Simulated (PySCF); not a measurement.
InI3, SMILES [I][In]([I])[I].

The structure is a stationary point at PBE0-D3(BJ)/def2-SVP. The isomer is the one that the SMILES or the coordinates give; other isomers of the formula were not compared. The def2 effective core potentials stand for the cores of I, In; spin–orbit coupling is left out.

Level of theory: CAM-B3LYP/def2-TZVP (PySCF).

Symmetry labels are those of the subgroup C2v that the program uses (full group D3h).

Computed valence orbital energies around the gap with their symmetry:
```csv
orbital,symmetry,energy (eV)
HOMO−7,B1,-10.56
HOMO−6,A1,-10.56
HOMO−5,B2,-9.82
HOMO−4,A2,-9.27
HOMO−3,B2,-9.27
HOMO−2,A1,-9.24
HOMO−1,B1,-9.24
HOMO,B1,-9.08
LUMO,A1,-2.27
LUMO+1,B2,-1.28
LUMO+2,A1,1.08
LUMO+3,B1,1.08
```
